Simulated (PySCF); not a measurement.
Excitations are Tamm–Dancoff values on a coarser integration grid. The basis has no diffuse functions, so Rydberg states are missing or too high.

Z-matrix (Å, degrees):
```
C
C 1 1.3885
H 2 1.0896 1 126.91
C 1 1.4461 2 111.12 3 180.00
C 4 1.3594 1 112.15 2 0.00
F 5 1.3255 4 127.92 1 -180.00
H 4 1.0898 5 123.22 6 0.00
B 1 1.5313 2 122.06 3 0.00
H 8 1.2070 1 120.79 2 179.99
H 8 1.2071 9 119.64 1 180.00
S 2 1.7230 3 119.59 1 180.00
```
Charge 0, spin multiplicity 1.

**Question.** What total energy, LUMO, S1 oscillator strength, HOMO and S1 excitation (TDA) does PBE-D3(BJ)/def2-TZVP // B3LYP-D3(BJ)/def2-SVP in PySCF give?

**Answer.** 
```
Item                          Result
----------------------  ------------
total energy            -677.3070 Ha
LUMO                        -2.94 eV
S1 oscillator strength         0.018
HOMO                        -6.11 eV
S1 excitation (TDA)          3.79 eV
```
